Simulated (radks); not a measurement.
Xe+, configuration [Kr] 4d10 5s2 5p(up 2.75, down 2.25) (fractional occupations, a model configuration).

Calculated with a radial shooting solver on a logarithmic mesh with Libxc functionals: scalar-relativistic Kohn-Sham, r2SCAN, spin-polarised, spherical densities, finite nucleus; meta-GGA in the generalised Kohn-Sham scheme; Fermi nuclear charge, rms radius 4.7859 fm.

Energy parts (hartree):
total: -7447.55721
kinetic: 7831.83156
electron-nucleus: -18005.45744
Hartree: 2912.92697
exchange-correlation: -186.85830

Orbitals (lengths in bohr, moments of r in powers of bohr; <r^-3> diverges for s and p1/2; r(max) is where P^2 peaks):
orbital  occ.  eigenvalue (hartree)   r(max)   <1/r>  <r^-3>
1s up       1             -1265.695  0.01716   58.10       -
1s down     1             -1265.694  0.01716   58.10       -
2s up       1             -197.9382  0.09691   13.35       -
2s down     1             -197.9380  0.09691   13.35       -
2p up       3             -177.5312  0.07782   12.73    6170
2p down     3             -177.5305  0.07782   12.73    6170
3s up       1             -41.03490   0.2785   4.807       -
3s down     1             -41.03432   0.2785   4.807       -
3p up       3             -34.40196   0.2726   4.560    1196
3p down     3             -34.40116   0.2726   4.560    1196
3d up       5             -24.58019   0.2263   4.311   163.9
3d down     5             -24.57934   0.2263   4.311   163.9
4s up       1              -7.80138   0.6615   1.945       -
4s down     1              -7.79950   0.6615   1.944       -
4p up       3              -5.68963   0.6934   1.786   235.8
4p down     3              -5.68794   0.6935   1.786   235.7
4d up       5              -2.60044   0.7478   1.512   25.19
4d down     5              -2.59797   0.7479   1.512   25.21
5s up       1              -1.10267    1.621  0.7093       -
5s down     1              -1.08537    1.620  0.7097       -
5p up    2.75              -0.64598    1.873  0.5906   26.41
5p down  2.25              -0.62925    1.873  0.5892   26.30

The highest occupied level is 5p down at -17.123 eV. The density falls to 0.001 e/bohr^3 at r = 4.10 bohr. The spin density at the nucleus is -0.0164 e/bohr^3 (1s -0.1410, 2s 0.0592, 3s 0.0905, 4s 0.2893, 5s -0.3143). Summed over all electrons, <r^2> = 50.70 bohr^2, which gives a Langevin (diamagnetic) susceptibility term of -40.2 x 10^-6 cm^3/mol. The electron density at the nucleus is 2.805e+05 e/bohr^3 (large components only).
